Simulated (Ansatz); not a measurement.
Pt(PH3)2 (P2PtH6). Charge 0, multiplicity 1. Geometry relaxed at PBE0-D4/def2-SVP.

Cartesian coordinates in Å:
```
Pt -0.003 -0.005 0.003
P -1.598 0.069 -1.569
H -1.265 -0.192 -2.927
H -2.319 1.275 -1.788
H -2.719 -0.801 -1.486
P 1.596 -0.072 1.570
H 2.255 -1.298 1.861
H 1.292 0.292 2.911
H 2.761 0.731 1.425
```

In the def2 sets Pt takes a core potential; there is no spin–orbit coupling.

(1) Estimate the harmonic wavenumbers at RKS PBE0-D4/def2-SVP (Ansatz, unscaled). Is this a minimum?

Results:

(1) 57i, 59, 59, 315, 379, 461, 461, 524, 524, 1000, 1029, 1119, 1119, 1122, 1122, 2443, 2448, 2448, 2448, 2449, 2449 cm⁻¹. No: 1 imaginary mode, a saddle point. Zero-point energy 143.4 kJ/mol. Hardware: 4 threads of AMD EPYC 7B13 on a shared host. Wall time 48 s.
